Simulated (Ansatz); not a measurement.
H₄Si, triplet, at a GFN2-xTB geometry (a higher spin typed on purpose: for a closed-shell molecule this is an excited state); REVPBE/6-311G** in Ansatz (a first-principles code).

Here is a job for Ansatz.
Ansatz 0.2 input:
```yaml
crystal:
  periodic: [false, false, false]
  atoms:
    - {symbol: Si, position_ang: [-0.00000000, -0.00000000, -0.00000000]}
    - {symbol: H, position_ang: [0.21636537, 1.47416717, -0.01722191]}
    - {symbol: H, position_ang: [-1.34501321, 0.20450964, 0.60777848]}
    - {symbol: H, position_ang: [1.34501321, -0.20450964, -0.60777848]}
    - {symbol: H, position_ang: [-0.21636537, -1.47416717, 0.01722191]}
basis:
  gaussian:
    orbitals: 6-311G__.json
hamiltonian:
  xc: revpbe
magnetization: {spin_polarized: true, initial_magnetization: 2}
```
The basis file holds 6-311G** in the JSON format of the Basis Set Exchange.

Output, abridged:

```
Functional definition: revPBE
402 factors; their error is unknown
mean field evaluation 1: about -7935.8379 eV, gradient 9.0e0 eV
mean field evaluation 2: about -7936.2464 eV, gradient 6.7e0 eV
mean field evaluation 4: about -7936.5515 eV, gradient 1.5e-1 eV
mean field evaluation 8: about -7936.5463 eV, gradient 5.2e-3 eV
mean field -7936.54627195 eV, -291.6626959099 hartree, gradient 1.9e-5 eV, S^2 2.002059; 0 other end points of the search recorded, 0 dependent functions left out
reference -7936.54631931 eV, -291.6626976503 hartree; 10, 8 occupied and 41, 43 virtual orbitals, 402 factors
Total energy: -7936.54631931 eV, -291.6626976503 hartree
```
